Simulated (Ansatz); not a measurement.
Reaction (substitution at a C–Al bond): `CC[CH](O)[AlH2]` + HCl → `CCC(O)Cl` + `[AlH3]`

Isolated molecules relaxed with PBE0-D4/def2-TZVP in Ansatz; ΔE leaves out vibrations. CCSD(T)/CBS is the MP2 limit (def2-TZVPP, def2-QZVPP) plus CCSD(T) − MP2 in def2-TZVPP, frozen cores. This one scheme is used for every species. Functionals use def2-TZVPP. Each species was taken in one conformer, which may not be the lowest.

```json
{"level": "PBE-D4", "ΔE (kcal/mol)": "0.2"}
{"level": "ωB97M-V", "ΔE (kcal/mol)": "0.4"}
{"level": "HF/def2-TZVPP", "ΔE (kcal/mol)": "-2.2"}
{"level": "CCSD/def2-TZVPP", "ΔE (kcal/mol)": "1.2"}
{"level": "HF/def2-QZVPP", "ΔE (kcal/mol)": "-2.1"}
{"level": "SCS-MP2/def2-QZVPP", "ΔE (kcal/mol)": "0.3"}
{"level": "HF/CBS(def2)", "ΔE (kcal/mol)": "-2.1"}
{"level": "CCSD/CBS(def2)", "ΔE (kcal/mol)": "1.2"}
```

Question: What does CCSD(T)/CBS give? (An estimate is asked.)

Answer: Computed: +1.0 kcal/mol. The listed levels differ from it by -0.8, -0.6, -3.2, 0.2, -3.1, -0.7, -3.1, 0.2 kcal/mol.

Largest T1 diagnostic among the species: 0.010.

In def2-TZVPP, CCSD(T) changes the Hartree–Fock value by +3.2 kcal/mol (the triples alone add −0.2 kcal/mol) and MP2 by +3.0 kcal/mol.
